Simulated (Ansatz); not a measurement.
CH$_{2}$OSTe, SMILES `OC(=S)[TeH]`, relaxed with RKS PBE-D4/def2-SVP in the Gaussian-basis code of Ansatz from a rough embedded geometry. The force threshold is 0.03 eV/Å; the program also tests the step.

Total charge 0; spin multiplicity 1. Te takes the def2 core potential.

Start:

```xyz
6

O    -1.131    0.779   -0.565
C     0.175    0.249   -0.504
S     1.370    1.087   -1.199
Te    0.580   -1.535    0.426
H    -1.891    0.191   -0.103
H     0.898   -0.771    1.945
```

```csv
step,energy (eV),largest force (eV/Å),largest move (Å)
1,-21229.8869,3.380,0.000
2,-21230.2915,1.674,0.195
3,-21230.2989,2.287,0.135
4,-21230.3894,1.478,0.041
5,-21230.4549,0.410,0.049
6,-21230.4596,0.347,0.040
7,-21230.4709,0.075,0.128
8 (rejected),-21230.4683,0.457,0.195
9,-21230.4773,0.099,0.093
10,-21230.4823,0.290,0.099
11 (rejected),-21230.4629,0.562,0.149
12,-21230.4919,0.167,0.074
13,-21230.5004,0.137,0.075
14,-21230.5097,0.235,0.110
15,-21230.5117,0.422,0.102
16,-21230.5242,0.122,0.200
17 (rejected),-21230.4945,0.363,0.111
18,-21230.5271,0.123,0.053
19 (rejected),-21230.5260,0.099,0.043
20,-21230.5280,0.023,0.022
```

End:

```xyz
6

O    -1.179    0.639   -0.867
C     0.053    0.363   -0.408
S     1.369    1.200   -0.858
Te    0.057   -1.379    0.948
H    -1.854    0.123   -0.377
H     1.554   -0.947    1.562
```

Hardware: 2 threads of an Arm Neoverse V1 on a shared host. Wall time 31 s, peak host memory 0.14 GiB.
